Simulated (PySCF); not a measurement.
Species: N-formylpiperidine, C₆H₁₁NO.
Bonds: O1–C2 (double), C2–N3, N3–C4, C4–C5, C5–C6, C6–C7, C7–C8, N3–C8. Hydrogens: H9 on C2; H10, H11 on C4; H12, H13 on C5; H14, H15 on C6; H16, H17 on C7; H18, H19 on C8.

Computed with PBE0-D3(BJ)/def2-SVP geometry optimisation, gas phase (PySCF).

Problem. Give the optimised bond lengths and angles.

Solution. 
```tsv
bond	length (bohr)	order
O1=C2	2.286	double
C2–N3	2.567	single
N3–C4, N3–C8	2.732	single
C4–C5, C7–C8	2.881	single
C5–C6, C6–C7	2.884	single
C2–H9	2.113	single
C4–H10 and 3 like bonds	2.085	single
C5–H12 and 3 like bonds	2.083	single
C6–H14, C6–H15	2.085	single
```

Bonds in one row agree within 0.02 bohr and their mean is given. Orders are formal, as drawn. A selection of angles:
```tsv
angle	degrees
O1–C2–N3	125.7
C2–N3–C4	122.6
C2–N3–C8	120.6
C4–N3–C8	116.4
N3–C4–C5	110.9
C4–C5–C6	110.7
C5–C6–C7	110.9
```

Torsions: O1–C2–N3–C4 -176° (antiperiplanar); C2–N3–C4–C5 119° (anticlinal); N3–C4–C5–C6 53° (synclinal); C4–C5–C6–C7 -54° (synclinal); C5–C6–C7–C8 54° (synclinal); C6–C7–C8–N3 -53° (synclinal); C2–N3–C8–C7 -119° (anticlinal). The mirror-image conformer, all signs reversed, is as good.

The C–N distances run from 1.359 Å (C2–N3, drawn single) to 1.448 Å (N3–C8, drawn single), a spread of 0.089 Å. All 4 C–C bonds measure 1.524 to 1.526 Å. N3 (amide nitrogen) is planar (angles 122.6°, 120.6° and 116.4°, sum 359.7°, 0.05 Å off the plane of its three neighbours). Of the pairs four or more bonds apart, O1···H18 is among the closest relative to their van der Waals radii: 2.33 Å, 86 % of the sum of Bondi's values. The 6-membered ring N3–C4–C5–C6–C7–C8 has internal angles of 110.6° to 116.4°; it is puckered, 0.22 Å rms from its mean plane, widest ring torsion 55°.

Point group: C1 (no symmetry element, even within 0.4 Å). Stationary, but not proved a minimum. The numbers are those of one conformer.

Hardware: Arm Neoverse V1, one thread, on a shared host. Cost: 77 s of wall time. These figures are those of the optimisation.
